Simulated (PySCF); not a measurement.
Coordinates in bohr (charge 0 multiplicity 1):
```
Bi   -0.0759    0.0000   -0.6597
S    -3.4813    0.0000    1.9789
Cl    3.6374    0.0000    2.1469
```

These are results of PBE0/[Bi def2-TZVP with ECP60, S def2-TZVP, Cl def2-TZVP], scalar-relativistic core potentials, density fitting, no spin–orbit coupling, PySCF, not measurements.

This geometry of BiSCl is a stationary point at this level.

Q: What is the point group?

A: Cs.

Q: Is it a minimum?

A: Yes: all harmonic wavenumbers are real.

Q: Which band is strongest in the infrared?

A: 316 cm⁻¹ (a'), 70 km/mol.

Q: What are the dipole moment and the gap between the highest occupied and lowest empty levels?

A: 3.85 D and 3.53 eV.

This need not be the most stable arrangement of these atoms. No spin–orbit coupling is included, which matters more the heavier the element.
